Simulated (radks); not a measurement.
Values are calculated unless marked as measured or tabulated.
Charge is removed step by step from the 5p up level of neutral antimony, starting from [Kr] 4d10 5s2 5p(up 3, down 0). Level of theory: scalar-relativistic Kohn-Sham, r2SCAN, spin-polarised, spherical densities, finite nucleus; meta-GGA in the generalised Kohn-Sham scheme; Fermi nuclear charge, rms radius 4.6802 fm (a radial shooting solver on a logarithmic mesh with Libxc functionals).

| removed (e) | E - E(0) (eV) | eigenvalue (eV) | E minus straight line (eV) |
|---|---|---|---|
| 0 | 0.000 | -5.827 | 0.000 |
| 0.1 | 0.616 | -6.500 | -0.315 |
| 0.2 | 1.300 | -7.182 | -0.563 |
| 0.3 | 2.053 | -7.874 | -0.742 |
| 0.4 | 2.875 | -8.575 | -0.851 |
| 0.5 | 3.768 | -9.284 | -0.890 |
| 0.6 | 4.732 | -10.001 | -0.858 |
| 0.7 | 5.768 | -10.725 | -0.753 |
| 0.8 | 6.876 | -11.457 | -0.576 |
| 0.9 | 8.059 | -12.195 | -0.325 |
| 1 | 9.315 | -12.940 | 0.000 |

Removing the whole electron costs 9.315 eV by Delta-SCF, against 5.827 eV from minus the eigenvalue at the starting occupation. Slater's transition state (half an electron removed) gives 9.284 eV. Integrating minus the eigenvalue over the occupation (Janak's theorem) gives 9.317 eV. In this scalar-relativistic scheme the density is built from large components alone, so the theorem holds only approximately. The mean slope of the eigenvalue, de/dn, is 7.11 eV per electron. Ionisation energy of Sb in the NIST Atomic Spectra Database: 8.608 eV (measured).
